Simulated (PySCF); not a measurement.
**Excitation energy of Ag⁺ by level of theory**

Ag⁺ [Kr] 4d10 (1S) → Ag⁺ [Kr] 4d9 5s1, s spin flipped, as a difference of total energies. All numbers are calculated (PySCF 2.14, the spin-free X2C one-electron Hamiltonian (Gaussian nucleus), in x2c-QZVPPall with one added diffuse shell each of s, p, d, f, g type (14s9p8d5f3g, 143 functions)). The calculations carry no spin-orbit coupling.

| method | excitation energy (eV) |
| --- | --- |
| UHF | 4.624 |
| r2SCANh | 5.070 |
| BLYP | 4.874 |
| M06-2X | 5.293 |

The upper determinant mixes two multiplicities, so it lies between the two terms.
